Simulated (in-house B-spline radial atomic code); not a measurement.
**wB97X excitations of Ag II (Ag+)**

Method: wB97X. Computed with an all-electron radial atomic-structure program (B-spline basis): linear response of the closed shell [Kr] 4d10 with the functional's adiabatic kernel; scalar-relativistic (spin-free one-electron X2C), finite nucleus, no spin-orbit coupling, no double excitations, S, P, D and F terms only; shells from n = 2 respond. Only terms of natural parity with L up to 3 were computed.

Command:
```bash
python run_td.py task.json out
```
Settings (radii: box in bohr, nucleus in fm):
```
Z                        47
electrons                46
configuration            [Kr] 4d10
hamiltonian              x2c
method                   wb97x
box_radius               41.61
rms_radius               4.5454
intervals                74
```

Run time, properties included: 7.2 s on 1 thread of Intel(R) Xeon(R) Platinum 8488C (Sapphire Rapids), on a shared host.

The lowest states, in the order of their Tamm-Dancoff energies; the method's threshold (minus the highest occupied level) is 19.946 eV. Labels give the largest channel, * marks a mixed state, and oscillator strengths are full-response dipole values. Semilocal kernels can invert the small singlet-triplet splittings of Rydberg terms. Energies in eV:

```tsv
state	full response	Tamm-Dancoff	oscillator strength
4d → 5s 3D	4.729	4.745	-
4d → 5s 1D	5.153	5.180	-
4d → 5p 3P	9.904	9.918	-
4d → 5p 1F	9.963	9.973	-
4d → 5p 3F	9.984	9.994	-
4d → 5p 1P	?	?	?
4d → 6s 3D	13.834	13.838	-
4d → 6s 1D	13.996	13.999	-
4d → 5d 3S	?	?	-
4d → 5d 3D	14.825	14.829	-
```

Question: Where does 4d → 5d 3S lie?

Answer: At 14.467 eV in full response, 14.478 eV in Tamm-Dancoff.

Question: Where does 4d → 5p 1P lie?

Answer: At 10.531 eV in full response, 10.611 eV in Tamm-Dancoff, oscillator strength 0.616.

Question: How large is the singlet-triplet splitting of 4d → 5s (D terms) in Tamm-Dancoff?

Answer: 0.435 eV, from the unrounded values.

Question: What polarisabilities and dispersion coefficient does the method give?

Answer: Dipole 10.24 bohr³, quadrupole 64.82 bohr⁵, C6 61.21 hartree·bohr⁶ for two such species.
